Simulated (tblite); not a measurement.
FH9O3Si4.
Numbering: `[OH:1][SiH:2]([OH:3])[Si@:4]([F:5])([SiH3:6])[O:7][SiH3:8]` (hydrogens: H9 on O1; H10 on Si2; H11 on O3; H12, H13, H14 on Si6; H15, H16, H17 on Si8)

A start from a force field or distance geometry was refined with tblite, GFN2-xTB geometry optimisation, gas phase. Values at the start:

```
    coordinate    start
        O1–Si2  1.704 Å
         O1–H9  0.991 Å
        Si2–O3  1.699 Å
       Si2–Si4  2.250 Å
       Si2–H10  1.474 Å
        O3–H11  0.991 Å
        Si4–F5  1.688 Å
       Si4–Si6  2.237 Å
        Si4–O7  1.692 Å
       Si6–H12  1.477 Å
        O7–Si8  1.703 Å
       Si8–H15  1.466 Å
     O1–Si2–O3   112.8°
    O1–Si2–Si4   106.4°
    Si2–Si4–F5   109.2°
   Si2–Si4–Si6   111.4°
    Si2–Si4–O7   106.3°
    Si4–O7–Si8   115.0°
    F5–Si4–Si6   108.6°
     F5–Si4–O7   114.8°
 O1–Si2–Si4–F5    -175°
Si2–Si4–O7–Si8    -115°
```

Q: How do these coordinates change at the GFN2-xTB level?

A: 
```
    coordinate  GFN2-xTB (Å or °)  change
        O7–Si8              1.617  -0.086
       Si4–Si6              2.320  +0.083
        O1–Si2              1.624  -0.080
        Si4–O7              1.625  -0.067
        Si2–O3              1.640  -0.059
        Si4–F5              1.644  -0.044
        O3–H11              0.951  -0.040
         O1–H9              0.953  -0.038
       Si2–Si4              2.282  +0.032
       Si6–H12              1.470  -0.007
       Si8–H15              1.463  -0.003
       Si2–H10              1.475  +0.001
    Si4–O7–Si8              163.0   +48.0
   Si2–Si4–Si6              126.6   +15.2
     F5–Si4–O7              102.3   -12.5
     O1–Si2–O3              104.5    -8.3
    Si2–Si4–F5              103.6    -5.6
    Si2–Si4–O7              110.0    +3.7
    O1–Si2–Si4              103.0    -3.4
    F5–Si4–Si6              106.3    -2.3
Si2–Si4–O7–Si8                -61     +54
 O1–Si2–Si4–F5                168     -17
```

The energy falls by 1.320 eV over 111 L-BFGS steps, the largest force on an atom goes from 2.60 to 0.008 eV/Å, and the atoms move by 0.531 Å rms after alignment. The bond that changes most is O7–Si8 (siloxane oxygen to oxygen-bound silicon), which shortens by 0.086 Å. Bonds longer at the end by more than 0.005 Å: 3 of 16; shorter: 10. Among the dihedrals that turn most is H9–O1–Si2–H10, from -152° to 73°. Rotational constants go from 1163, 696.3, 591.4 to 1048, 692.7, 547.7 MHz.

GFN2-xTB frequencies show an imaginary mode (31i cm⁻¹), so the point is no minimum at that level.

The numbers are calculated, not measured.
